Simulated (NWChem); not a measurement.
System: BeI$_{2}$; SMILES [I][Be][I]

Output (shortened):

```
             Northwest Computational Chemistry Package (NWChem) 7.3.0
             --------------------------------------------------------

                             Geometry "geometry" -> ""
                             -------------------------

 Output coordinates in angstroms (scale by  1.889725989 to convert to a.u.)

  No.       Tag          Charge          X              Y              Z
 ---- ---------------- ---------- -------------- -------------- --------------
    1 Be                   4.0000    -0.00004700     0.00004900    -0.00003800
    2 I                   53.0000     1.58383500     0.36616100    -1.43475500
    3 I                   53.0000    -1.58388800    -0.36611000     1.43471800

 Effective nuclear repulsion energy (a.u.)     446.2666959110

                                 NWChem DFT Module
                                 -----------------

 Summary of "ao basis" -> "ao basis" (spherical)
 ------------------------------------------------------------------------------
       Tag                 Description            Shells   Functions and Types
 ---------------- ------------------------------  ------  ---------------------
 Be                        def2-svpd                 6       12   3s3p
 I                         def2-svpd                13       35   5s5p3d

            General Information
            -------------------
          SCF calculation type: DFT
          Wavefunction type:  closed shell.
          No. of atoms     :     3
          No. of electrons :    54
           Alpha electrons :    27
            Beta electrons :    27
          Charge           :     0
          Spin multiplicity:     1
          Use of symmetry is: off; symmetry adaption is: off
          Maximum number of iterations: 150
          AO basis - number of functions:    82
                     number of shells:    32
          Convergence on energy requested:  1.00D-06
          Convergence on density requested:  1.00D-05
          Convergence on gradient requested:  5.00D-04

              XC Information
              --------------
                     Hartree-Fock (Exact) Exchange  1.000
                   CAM-Becke88 Exchange Functional  1.000
                      VWN V Correlation Functional  0.190 local
              Lee-Yang-Parr Correlation Functional  0.810

           Range-Separation Parameters
           ---------------------------
           Alpha           :  0.19
           Beta            :  0.46
           Gamma           :  0.33
           Short-Range HF  :     F

             Grid Information
             ----------------
          Grid used for XC integration:  medium
          Radial quadrature: Mura-Knowles
          Angular quadrature: Lebedev.
          Tag              B.-S. Rad. Rad. Pts. Rad. Cut. Ang. Pts.
          ---              ---------- --------- --------- ---------
          Be                  1.05       49          13.0       434
          I                   1.40      123          16.0       590
          Grid pruning is: on
          Number of quadrature shells:   295
          Spatial weights used:  Erf1

      Superposition of Atomic Density Guess
      -------------------------------------

 Sum of atomic energies:        -708.80703234

      Non-variational initial energy
      ------------------------------

 Total energy =    -608.411641
 1-e energy   =   -1303.194844
 2-e energy   =     569.701616
 HOMO         =      -0.360437
 LUMO         =       0.002482

   convergence    iter        energy       DeltaE   RMS-Dens  Diis-err
 ---------------- ----- ----------------- --------- --------- ---------
 d= 0,ls=0.0,diis     1   -610.1952191432 -7.35D+02  1.28D-02  2.11D-01
 d= 0,ls=0.0,diis     2   -610.2198270497 -2.46D-02  5.07D-03  9.12D-02
 d= 0,ls=0.0,diis     3   -610.2365891302 -1.68D-02  1.06D-03  6.10D-03
 d= 0,ls=0.0,diis     4   -610.2379362625 -1.35D-03  2.73D-04  1.05D-04
 d= 0,ls=0.0,diis     5   -610.2379580301 -2.18D-05  7.78D-05  1.62D-05
  Resetting Diis
 d= 0,ls=0.0,diis     6   -610.2379611947 -3.16D-06  1.90D-05  1.69D-07
 d= 0,ls=0.0,diis     7   -610.2379613186 -1.24D-07  1.79D-06  5.06D-09

         Total DFT energy =     -610.237961318565
      One electron energy =    -1304.723934409205
           Coulomb energy =      616.746510472537
    Exchange-Corr. energy =      -47.342124283290
 Nuclear repulsion energy =      125.081586901393

 Numeric. integr. density =       53.999991023068

                       DFT Final Molecular Orbital Analysis
                       ------------------------------------

[...]

                                NWChem TDDFT Module
                                -------------------

            General Information
            -------------------
           No. of orbitals :     164
            Alpha orbitals :      82
             Beta orbitals :      82
        Alpha frozen cores :       0
         Beta frozen cores :       0
     Alpha frozen virtuals :       0
      Beta frozen virtuals :       0
         Spin multiplicity :       1
    Number of AO functions :      82
        Use of symmetry is : off
      Symmetry adaption is : off
         Schwarz screening :  0.10D-07

              XC Information
              --------------
              Hartree-Fock (Exact) Exchange   1.00
            CAM-Becke88 Exchange Functional   1.00
               VWN V Correlation Functional   0.19 local
       Lee-Yang-Parr Correlation Functional   0.81
           Alpha           :  0.19
           Beta            :  0.46
           Gamma           :  0.33

             TDDFT Information
             -----------------
          Calculation type : Tamm-Dancoff TDDFT
         Wavefunction type : Restricted singlets
          No. of electrons :      54
           Alpha electrons :      27
            Beta electrons :      27
              No. of roots :       6
          Max subspacesize :    5200
            Max iterations :     100
               Target root :       1
           Target symmetry : none
      Symmetry restriction : off
                 Algorithm : Optimal
        Davidson threshold :  0.10D-03

    6 smallest eigenvalue differences (eV)
--------------------------------------------------------
  No. Spin  Occ  Vir  Irrep   E(Occ)    E(Vir)   E(Diff)
--------------------------------------------------------
    1    1   27   28 a        -0.337    -0.006     9.016
    2    1   27   29 a        -0.337    -0.006     9.016
    3    1   26   28 a        -0.337    -0.006     9.016
    4    1   26   29 a        -0.337    -0.006     9.016
    5    1   27   30 a        -0.337     0.003     9.251
    6    1   26   30 a        -0.337     0.003     9.251
--------------------------------------------------------

  Entering Davidson iterations
  Restricted singlet excited states

  Iter   NTrls   NConv    DeltaV     DeltaE      Time
  ----  ------  ------  ---------  ---------  ---------
    1      6       0     0.10E+00   0.10+100        9.8
    2     12       0     0.42E-01   0.25E-01        8.8
    3     18       0     0.19E-01   0.30E-02        8.1
    4     24       0     0.60E-02   0.25E-03        8.1
    5     30       3     0.16E-02   0.37E-04        8.4
    6     33       3     0.60E-03   0.38E-05        6.9
    7     36       3     0.23E-03   0.43E-06        7.0
    8     39       6     0.66E-04   0.20E-07        6.8
  ----  ------  ------  ---------  ---------  ---------
  Convergence criterion met

  Ground state a        -610.237961318565 a.u.

  ----------------------------------------------------------------------------
  Root   1 singlet a              0.207309190 a.u.                5.6412 eV
  ----------------------------------------------------------------------------
     Transition Moments    X -0.00000   Y -0.00000   Z  0.00000
     Dipole Oscillator Strength                    0.0000000000
     Electric Quadrupole                           0.0000000000
     Magnetic Dipole                               0.0000000000
     Total Oscillator Strength                     0.0000000000

     Occ.   24  a   ---  Virt.   47  a        0.06248
     Occ.   25  a   ---  Virt.   46  a        0.06248
     Occ.   26  a   ---  Virt.   28  a       -0.68462
     Occ.   26  a   ---  Virt.   29  a       -0.14903
     Occ.   26  a   ---  Virt.   40  a       -0.06309
     Occ.   27  a   ---  Virt.   28  a       -0.14903
     Occ.   27  a   ---  Virt.   29  a        0.68462
     Occ.   27  a   ---  Virt.   39  a        0.06309
  ----------------------------------------------------------------------------
  Root   2 singlet a              0.209585745 a.u.                5.7031 eV
  ----------------------------------------------------------------------------
     Transition Moments    X  0.00000   Y  0.00000   Z -0.00000
     Dipole Oscillator Strength                    0.0000000000
     Electric Quadrupole                           0.0000000000
     Magnetic Dipole                               0.0000000000
     Total Oscillator Strength                     0.0000000000

     Occ.   26  a   ---  Virt.   28  a        0.34920
     Occ.   26  a   ---  Virt.   29  a        0.60792
     Occ.   26  a   ---  Virt.   39  a        0.05415
     Occ.   27  a   ---  Virt.   28  a       -0.60792
     Occ.   27  a   ---  Virt.   29  a        0.34919
     Occ.   27  a   ---  Virt.   40  a       -0.05415
  ----------------------------------------------------------------------------
  Root   3 singlet a              0.209585777 a.u.                5.7031 eV
  ----------------------------------------------------------------------------
     Transition Moments    X  0.00000   Y -0.00000   Z -0.00000
     Dipole Oscillator Strength                    0.0000000000
     Electric Quadrupole                           0.0000000000
     Magnetic Dipole                               0.0000000000
     Total Oscillator Strength                     0.0000000000

[...]
```

Level: CAM-B3LYP/def2-SVPD with def2 effective core potentials on I, TDA. The geometry was optimised at PBE0/def2-SVP. No frequency run checked for a minimum. def2 effective core potentials on I; no spin-orbit coupling.

### Question
Reconstruct the input file.

### Answer
Several could match; the one computed here: the input that was run:
```
start job
memory heap 200 mb stack 900 mb global 1100 mb
geometry units angstroms noautosym nocenter noautoz
  Be    -0.000047     0.000049    -0.000038
  I      1.583835     0.366161    -1.434755
  I     -1.583888    -0.366110     1.434718
end
basis spherical
  * library def2-svpd
end
ecp
  I library def2-ecp
end
dft
  xc xcamb88 1.00 lyp 0.81 vwn_5 0.19 hfexch 1.00
  cam 0.33 cam_alpha 0.19 cam_beta 0.46
  iterations 150
end
tddft
  cis
  nroots 6
  notriplet
end
task tddft energy
```
